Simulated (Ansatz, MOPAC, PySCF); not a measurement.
System: BO$_{2}$, net charge 0, doublet state. SMILES: B(=O)[O]
Coordinates optimised at B3LYP-D3(BJ)/def2-TZVP (Ansatz, a quantum-chemistry and plane-wave program):
```
B
O 1 1.2612
O 1 1.2612 2 180.00
```
Charge 0, spin multiplicity 2.

Unscaled harmonic wavenumbers (cm⁻¹) in rising order, each level at the stationary point that it reaches from this structure (no distance between atoms moves by over 0.3 Å); the order of modes can differ between levels, and a negative number is imaginary. B3LYP-D3(BJ)/def2-TZVP (PySCF, at the structure above): 425, 511, 1090, 1471.

AM1 (MOPAC): -1455, 479, 479, 1277. Zero-point energy 3.2 against 5.0 kcal/mol; where all levels lie over 400 cm⁻¹, the wavenumbers are on average 0.654 times those of B3LYP-D3(BJ)/def2-TZVP. This level finds the structure a saddle point. The zero-point energy leaves imaginary modes out.

HF/6-31G* (Ansatz): -2365, 382, 513, 1130. Zero-point energy 2.9 against 5.0 kcal/mol; where all levels lie over 400 cm⁻¹, the wavenumbers are on average 0.619 times those of B3LYP-D3(BJ)/def2-TZVP. This level finds the structure a saddle point. The zero-point energy leaves imaginary modes out.
